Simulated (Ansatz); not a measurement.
Reaction (hydrogenolysis of a C–Cl bond): `O[SiH](F)CCl` + H₂ → `C[SiH](O)F` + HCl

Calculated with Ansatz (gas phase, PBE0-D4/def2-TZVP geometries, no zero-point term in ΔE). CCSD(T)/CBS adds triple-zeta CCSD(T) − MP2 to the extrapolated MP2 energy (def2 sets, frozen cores). This one scheme is used for every species. DFT in def2-TZVPP. B3LYP here is the variant with VWN-RPA as its local correlation; programs differ in this. Each species was taken in one conformer, which may not be the lowest.

```
             level  ΔE (eV)
          B3LYP-D4    -0.97
             B3LYP    -1.06
      MP2/def2-SVP    -1.10
SCS-MP2/def2-TZVPP    -1.02
```

**Question.** What does CCSD(T)/CBS give? (Estimate.)

**Answer.** Computed: -1.00 eV. The listed levels differ from it by 0.03, -0.06, -0.10, -0.02 eV.

Largest T1 diagnostic among the species: 0.011.

From PBE to PBE0 (25 % exact exchange), in def2-TZVPP and without D4, ΔE moves by −0.06 eV. The D4 term adds +0.09 eV with B3LYP and +0.05 eV with PBE0; it sums over pairs of atoms, weighted by their polarisabilities, and B3LYP, whose exchange is more repulsive, gets the larger term. At CCSD(T), def2-SVP lies −0.11 eV from the extrapolated value and def2-TZVPP −0.04 eV.
